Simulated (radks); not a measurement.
Results of a calculation; reference values are marked as such.
Q: These are the eigenvalues of the occupied orbitals of an atom or ion with whole-number occupations (hartree). Level of theory: scalar-relativistic Kohn-Sham, LDA (Slater exchange, Perdew-Wang correlation), spin-unpolarised, spherical densities, point nucleus (a radial shooting solver on a logarithmic mesh with Libxc functionals).

| orbital | eigenvalue |
|---|---|
| 1s | -733.4815 |
| 2s | -108.7278 |
| 2p | -97.91379 |
| 3s | -23.26475 |
| 3p | -19.71618 |
| 3d | -13.93384 |
| 4s | -7.55130 |
| 4p | -6.47595 |

Which element is it, and in what charge state? The configuration may be excited.

A: Z = 42, molybdenum, charge +9: Mo9+ in [Ar] 3d10 4s2 4p3. The list shows which subshells hold electrons but not how many an open one holds; the 1s level, -733.48 hartree, gives Z - s = 38.3 by -(Z - s)^2/2, which with screening and relativity narrows Z to a few neighbours, and the depths of the outer levels then fix element, charge and occupations together.
